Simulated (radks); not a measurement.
Problem. Dipole-allowed excitations along the series with 28 electrons in [Ar] 3d10. Calculated with a radial shooting solver on a logarithmic mesh with Libxc functionals: scalar-relativistic Kohn-Sham, LB94 model potential, spin-polarised, spherical densities, finite nucleus; Fermi nuclear charge, rms radius of each element as measured or else 0.836 A^(1/3) + 0.57 fm. Time-dependent linear response with the Hartree and adiabatic LDA kernel, continuum included through the Sternheimer equations, no spin-orbit coupling, so fine structure and intercombination lines are absent. Lines are the poles of the dipole polarisability below minus the highest occupied eigenvalue, found on a grid refined at the orbital gaps; the lowest seven at most are given, and weak or close lines can be missed. The first line takes the name of the lowest orbital gap if no other gap lies below it; otherwise a line is named after a gap within 0.6 % of it, if that gap stands alone.

species  -e(HOMO) (eV)  lowest orbital gap (eV)  first line (eV)      f  strongest line (eV)  its f  static alpha (bohr^3)
Tc15+           601.17             3d-4p 261.75   264.17 (3d-4p)  0.507  376.59 (unassigned)   3.68                0.05091
Ru16+           666.46             3d-4p 290.00   292.57 (3d-4p)  0.499  412.97 (unassigned)   3.93                0.04336
Rh17+           734.85             3d-4p 319.56   322.29 (3d-4p)  0.491  450.70 (unassigned)   4.18                0.03721
Ag19+           880.89             3d-4p 382.60   385.69 (3d-4p)  0.452  530.19 (unassigned)   4.70                0.02793
Cd20+           958.53             3d-4p 416.06   419.26 (3d-4p)  0.470  571.85 (unassigned)   4.94                0.02440

Estimate the first line of Pd18+, its oscillator strength and the static polarisability.

Solution. 353.31 eV (3d-4p), f = 0.484, alpha = 0.03214 bohr^3.
